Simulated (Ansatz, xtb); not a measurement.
# Ranking isomers of BrFOSi2

6 gas-phase structures of BrFOSi2, found in a search over its isomers (lower ones may exist). Each was relaxed with GFN2-xTB; where two conformers were screened, the lower at r2SCAN-D4/def2-SVP is listed:

A. a singlet given by its coordinates
B. `O=[Si](Br)[Si]F`, a triplet
C. a singlet given by its coordinates
D. `O=[Si](F)[Si]Br`, a triplet
E. `O=[Si](F)[Si]Br`, a singlet
F. `O=[Si](Br)[Si]F`, a singlet

A (Å):

```xyz
5

Br   -0.8281    1.9115    0.4103
F     0.6044   -1.9041   -1.5328
O     0.1066   -0.9124    0.6173
Si   -0.5416   -2.0209   -0.3721
Si    0.7949    0.4671    1.0952
```

Close contacts (Å): Br1–Si5 2.28, F2–Si4 1.64, O3–Si4 1.62, O3–Si5 1.61.

C (Å):

```xyz
5

Br   -2.2205   -3.0814    0.5483
F     0.5332   -2.0031    0.5296
O    -0.7291    1.7733    1.4747
Si   -1.0761    0.5105    0.7365
Si   -0.7414   -1.6105    1.4602
```

Close contacts (Å): Br1–Si5 2.28, F2–Si5 1.63, O3–Si4 1.50, Si4–Si5 2.27.

Problem. Make a reasoned guess at their ranking by r2SCAN-D4/def2-SVP single-point energy.

Solution. Calculated order at r2SCAN-D4/def2-SVP: A (0.0), C (45.2), E (48.1), F (50.7), D (57.9), B (65.2) kcal/mol.

Energies above the lowest of each column, in kcal/mol (a dash: not run or not comparable):

| structure | GFN2-xTB | HF/STO-3G | r2SCAN-D4/def2-SVP |
| --- | --- | --- | --- |
| A | 0.0 | 0.0 | 0.0 |
| C | 8.9 | 69.7 | 45.2 |
| E | 14.6 | 91.2 | 48.1 |
| F | 13.8 | 78.4 | 50.7 |
| D | – | 93.6 | 57.9 |
| B | – | 92.7 | 65.2 |

Every level run on A puts it lowest or level with the lowest. Some further structures that were screened fall inside this span and aren't listed. Flexible structures stand in one conformer each, not always the lowest. Frequencies (B3LYP-D3(BJ)/def2-SVP) were run for A alone. GFN2-xTB has no spin polarisation and isn't compared across spin states. Open shells are spin-unrestricted, some with notable spin contamination.

Over these structures GFN2-xTB departs from r2SCAN-D4/def2-SVP by 13.3 kcal/mol on average once a common shift is removed. A GFN2-xTB relaxation took about 0.69 s and the r2SCAN-D4/def2-SVP energy about 6.3 s on a shared host (Ansatz 0.2.0, xtb 6.7.1).
